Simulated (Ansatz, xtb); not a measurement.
ClGeOSi+: where a starting geometry ends

The starting geometry of this gas-phase singlet was built from a drawn formula by distance geometry and a force field; its bonds are those of `Cl[Si]1=[Ge+][O]1`.

```yaml
atoms:
  - { symbol: Cl, position_ang: [-1.7467, -2.6065, 2.2490] }
  - { symbol: Ge, position_ang: [1.2592, -3.7500, 0.2302] }
  - { symbol: O, position_ang: [-0.2973, -3.5933, -1.0252] }
  - { symbol: Si, position_ang: [-0.5356, -3.2335, 0.6746] }
```

Q: Predict what it relaxes into with r2SCAN-D4/def2-SVP.

A: A bond breaks, giving a structure given below by its coordinates. Distances that change by over a tenth: Ge2–O3 (2.01 → 1.69 Å). Contacts that open: Ge2–Si4 (1.92 → 3.48 Å).

The energy falls by 4.05 eV over 22 steps:

```
step  E − E(last) (eV)
   1             4.048
   3             1.254
   6             0.706
   8             0.697
  10             0.681
  13             0.678
  15             0.546
  17             0.196
  20             0.001
  22             0.000
```

Final geometry (Å):

```xyz
4

Cl   -2.2719   -2.5870    1.2292
Ge    1.0912   -3.8880   -1.1976
O     0.2719   -3.5205    0.2344
Si   -0.4115   -3.1878    1.8625
```

From the same start GFN2-xTB reaches the same bonding as this run.

The end wasn't checked by frequencies. Run with Ansatz 0.2.0, 23 s on 2 threads of Intel(R) Xeon(R) 6975P-C (Granite Rapids) (shared host).
